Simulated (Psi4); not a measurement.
hydrogen iodide (HI), singlet, at a GFN2-xTB geometry (core potentials on I); TPSS/def2-TZVPD run with Psi4.

Psi4 was given this input:
```
memory 2 GB

molecule mol {
0 1
I    -0.000000   -0.000000   -0.029099
H     0.000000    0.000000    1.542226
}

set {
  basis def2-tzvpd
  reference rks
  scf_type pk
  s_orthogonalization symmetric
}

energy('tpss')
print_variables()
```

It wrote (shortened):

```
   => Loading Basis Set <=

    Name: DEF2-TZVPD
    Role: ORBITAL
    Keyword: BASIS

    !!!  WARNING: ECP capability is in beta. Please check occupations closely.  !!!

         ---------------------------------------------------------
                                   SCF
               by Justin Turney, Rob Parrish, Andy Simmonett
                          and Daniel G. A. Smith
                              RKS Reference
         ---------------------------------------------------------

  ==> Geometry <==

    Molecular point group: c2v
    Full point group: C_inf_v

    Geometry (in Angstrom), charge = 0, multiplicity = 1:

       Center              X                  Y                   Z               Mass
    ------------   -----------------  -----------------  -----------------  -----------------
         I            0.000000000000     0.000000000000    -0.012380519362   126.904471900000
         H            0.000000000000     0.000000000000     1.558944480638     1.007825032230

  Running in c2v symmetry.

  Rotational constants: A = ************  B =      6.82833  C =      6.82833 [cm^-1]
  Rotational constants: A = ************  B = 204708.27055  C = 204708.27055 [MHz]
  Nuclear repulsion =    8.419283258873881

  Charge       = 0
  Multiplicity = 1
  Electrons    = 26
  Nalpha       = 13
  Nbeta        = 13

  ==> Algorithm <==

  SCF Algorithm Type is PK.
  DIIS enabled.
  MOM disabled.
  Fractional occupation disabled.
  Guess Type is SAD.
  Energy threshold   = 1.00e-06
  Density threshold  = 1.00e-06
  Integral threshold = 1.00e-12

  ==> Primary Basis <==

  Basis Set: DEF2-TZVPD
    Blend: DEF2-TZVPD
    Number of shells: 24
    Number of basis functions: 68
    Number of Cartesian functions: 78
    Spherical Harmonics?: true
    Max angular momentum: 3

  Core potential: DEF2-TZVPD
    Number of shells: 4
    Number of ECP primitives: 29
    Number of ECP core electrons: 28
    Max angular momentum: 3

  ==> DFT Potential <==

   => LibXC <=

    Version 7.1.2
    S. Lehtola, C. Steigemann, M. J. T. Oliveira, and M. A. L. Marques,  SoftwareX 7, 1–5 (2018) (10.1016/j.softx.2017.11.002)

   => Composite Functional: TPSS <=

    TPSS Meta-GGA XC Functional

    J. Tao, et al., Phys. Rev. Lett., 91, 146401, 2003

    Deriv               =              1
    GGA                 =           TRUE
    Meta                =           TRUE

    Exchange Hybrid     =          FALSE
    MP2 Hybrid          =          FALSE

   => Exchange Functionals <=

    1.0000   XC_MGGA_X_TPSS

   => Correlation Functionals <=

    1.0000   XC_MGGA_C_TPSS

   => LibXC Density Thresholds  <==

    XC_MGGA_C_TPSS:  1.00E-15
    XC_MGGA_X_TPSS:  1.00E-15

   => Molecular Quadrature <=

    Radial Scheme          =       TREUTLER
    Pruning Scheme         =           NONE
    Nuclear Scheme         =       TREUTLER

    Blocking Scheme        =         OCTREE
    BS radius alpha        =              1
    Pruning alpha          =              1
    Radial Points          =             75
    Spherical Points       =            302
    Total Points           =          44342
    Total Blocks           =            412
    Max Points             =            256
    Max Functions          =             68
    Weights Tolerance      =       1.00E-15

  ==> Integral Setup <==

  Using in-core PK algorithm.
   Calculation information:
      Number of atoms:                   2
      Number of AO shells:              24
      Number of primitives:             41
      Number of atomic orbitals:        78
      Number of basis functions:        68

      Integral cutoff                 1.00e-12
      Number of threads:                 1

  Performing in-core PK
  Using 5506062 doubles for integral storage.
  We computed 45150 shell quartets total.
  Whereas there are 45150 unique shell quartets.

  ==> DiskJK: Disk-Based J/K Matrices <==

    J tasked:                  Yes
    K tasked:                   No
    wK tasked:                  No
    Schwarz Cutoff:          1E-12

    Using symmetric orthogonalization.
  Minimum eigenvalue in the overlap matrix is 2.5633523769E-03.
  Reciprocal condition number of the overlap matrix is 5.5896145536E-04.

  ==> Pre-Iterations <==

  SCF Guess: Superposition of Atomic Densities via on-the-fly atomic UHF (no occupation information).

   -------------------------
    Irrep   Nso     Nmo
   -------------------------
     A1        30      30
     A2         6       6
     B1        16      16
     B2        16      16
   -------------------------
    Total      68      68
   -------------------------

  ==> Iterations <==

                        Total Energy        Delta E     RMS |[F,P]|

   @RKS iter SAD:  -296.02802798099765   -2.96028e+02   0.00000e+00
   @RKS iter   1:  -297.73298329079711   -1.70496e+00   2.68652e-02 ADIIS/DIIS
   @RKS iter   2:  -297.57512120490742    1.57862e-01   3.27239e-02 ADIIS/DIIS
   @RKS iter   3:  -298.19057017057605   -6.15449e-01   3.24446e-03 ADIIS/DIIS
   @RKS iter   4:  -298.18956245304048    1.00772e-03   3.66969e-03 ADIIS/DIIS
   @RKS iter   5:  -298.19667736281627   -7.11491e-03   1.61981e-04 ADIIS/DIIS
   @RKS iter   6:  -298.19670690693829   -2.95441e-05   5.26881e-05 DIIS
   @RKS iter   7:  -298.19670996031613   -3.05338e-06   3.42211e-06 DIIS
   @RKS iter   8:  -298.19670997259180   -1.22757e-08   2.76649e-07 DIIS
  Energy and wave function converged.

  ==> Post-Iterations <==

   Electrons on quadrature grid:
      Ntotal   =   25.9999993087 ; deviation = -6.913e-07

    Orbital Energies [Eh]
    ---------------------

    Doubly Occupied:

[...]
       3B2    -0.253667

    Virtual:

[...]
      30A1   118.095983

    Final Occupation by Irrep:
             A1    A2    B1    B2
    DOCC [     6,    1,    3,    3 ]
    NA   [     6,    1,    3,    3 ]
    NB   [     6,    1,    3,    3 ]

  @RKS Final Energy:  -298.19670997259180

   => Energetics <=

    Nuclear Repulsion Energy =              8.4192832588738806
    One-Electron Energy =                -535.0301969671726283
    Two-Electron Energy =                 250.8676899134055986
    DFT Exchange-Correlation Energy =     -22.4534861776985899
    Empirical Dispersion Energy =           0.0000000000000000
    VV10 Nonlocal Energy =                  0.0000000000000000
    Total Energy =                       -298.1967099725918047

Computation Completed

Properties will be evaluated at   0.000000,   0.000000,   0.000000 [a0]

Properties computed using the SCF density matrix

 Multipole Moments:

 ------------------------------------------------------------------------------------
     Multipole            Electronic (a.u.)      Nuclear  (a.u.)        Total (a.u.)
 ------------------------------------------------------------------------------------

 L = 1.  Multiply by 2.5417464519 to convert [e a0] to [Debye]
 Dipole X            :          0.0000000            0.0000000            0.0000000
 Dipole Y            :          0.0000000            0.0000000            0.0000000
 Dipole Z            :         -2.2015758            2.3610833            0.1595075
 Magnitude           :                                                    0.1595075

 ------------------------------------------------------------------------------------

  Variable Map:
  ----------------------------------------------------------------------------
[...]
  Array Variable Map:
  ----------------------------------------------------------------------------
[...]
[...]
```
